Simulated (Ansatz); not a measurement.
A nudged elastic band was laid between two geometries of BClH3N + HO (8 atoms, charge 0, multiplicity 2).

These are results of Ansatz, UKS B3LYP/def2-SVP, not measurements.

- movable images: 7
- climbing image: yes
- spring: 5.0 eV/Å²
- optimiser: quadratic models (default)
- start path: through a guess of the saddle point
- force threshold: 0.03 eV/Å
- iteration limit: 60
- end points: relaxed

Image 0:

```xyz
8
Properties=species:S:1:pos:R:3
B 0.345 -0.062 -0.190
H 0.874 -0.319 0.865
Cl 1.386 0.097 -1.627
N -1.026 0.105 -0.272
H -1.609 0.010 0.558
H -1.514 0.321 -1.134
O -1.641 -0.421 2.637
H -0.664 -0.534 2.655
```

Image 8:

```xyz
8
Properties=species:S:1:pos:R:3
B 0.433 -0.166 -0.640
H -0.213 0.295 2.555
Cl 1.260 -0.140 -2.199
N -0.893 0.134 -0.420
H -1.276 0.090 0.528
H -1.543 0.407 -1.154
O -0.996 -0.266 2.458
H -0.620 -1.154 2.365
```

(1) Which bonds break or form, and what moves?

(2) Give the energies along the band, and the barrier.

(3) What is the geometry of the highest image?

(4) What are the harmonic wavenumbers there?

The band took 25 iterations and of the order of 18 core-minutes.

## Answers

(1) Bonds broken: B1–H2. Bonds formed: H2–O7. BClH3N + HO becomes BClH2N + H2O.

(2) It converged. The highest image is number 4 of 0 to 8, 2.3 kcal/mol above the first end and 14.3 kcal/mol above the last; the last end lies 12.0 kcal/mol below the first. A vibrational analysis at the climbing image gives one clearly imaginary mode, 421i cm⁻¹: a first-order saddle point.

```csv
image,path coordinate (Å),energy (kcal/mol),B1–H2 (Å),H2–O7 (Å)
0,0.00,0.0,1.21,3.08
1,0.59,0.6,1.21,2.82
2,1.17,1.3,1.21,2.26
3,1.76,1.6,1.22,1.87
4,2.35,2.3,1.29,1.42
5,2.98,-8.7,1.98,0.99
6,3.61,-10.7,2.31,0.98
7,4.24,-11.8,2.72,0.97
8,4.87,-12.0,3.29,0.97
```

(3) 
```xyz
8
Properties=species:S:1:pos:R:3:forces:R:3
B 0.040 0.074 0.037 0.01 0.00 -0.02
H 0.100 0.103 1.326 0.00 0.01 0.01
Cl 1.528 -0.074 -0.907 -0.01 0.00 0.00
N -1.218 0.166 -0.524 -0.03 0.00 0.01
H -2.039 0.228 0.070 0.00 0.00 0.00
H -1.404 0.181 -1.521 0.02 0.00 -0.01
O -0.606 -0.285 2.499 0.00 0.00 0.00
H -0.248 -1.194 2.512 0.00 0.00 0.00
```

(4) 421i, 66, 140, 227, 337, 515, 583, 604, 700, 739, 1017, 1118, 1350, 1560, 1678, 3575, 3680, 3715 cm⁻¹.

Time of the run: 9.6 min on 2 threads of Arm Neoverse V1 (shared host), peak memory 0.23 GiB.
